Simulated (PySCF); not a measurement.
**Ionisation energy of Sr(35+) by level of theory**

Sr(35+) [He] 2s1 [2s1/2^1, M_J = 1/2] → Sr(36+) 1s2, as a difference of total energies. Computed with PySCF 2.14 in an even-tempered Gaussian basis (17 s from 15 bohr⁻², ratio 2.4; 12 p from 19 bohr⁻², ratio 2.4; 5 d from 59 bohr⁻², ratio 2.6; 4 f from 89 bohr⁻², ratio 2.6), with the two-component X2C-1e Hamiltonian. Correlated levels: nothing frozen; the 34 highest virtual spinors dropped. "Screened" scales the spin-orbit matrix elements by Boettger's factors to mimic the two-electron term; Breit and QED terms are absent.

```
                    method  ionisation energy (eV)
 GHF (screened spin-orbit)                  4614.8
GMP2 (screened spin-orbit)                  4615.0
```

For this ion Breit and QED terms and the two-electron picture change, all absent here, outweigh the correlation shift from GHF to GMP2.

For comparison: 4612.4 eV (theoretical estimate listed by NIST; NIST Atomic Spectra Database, ionization energies).
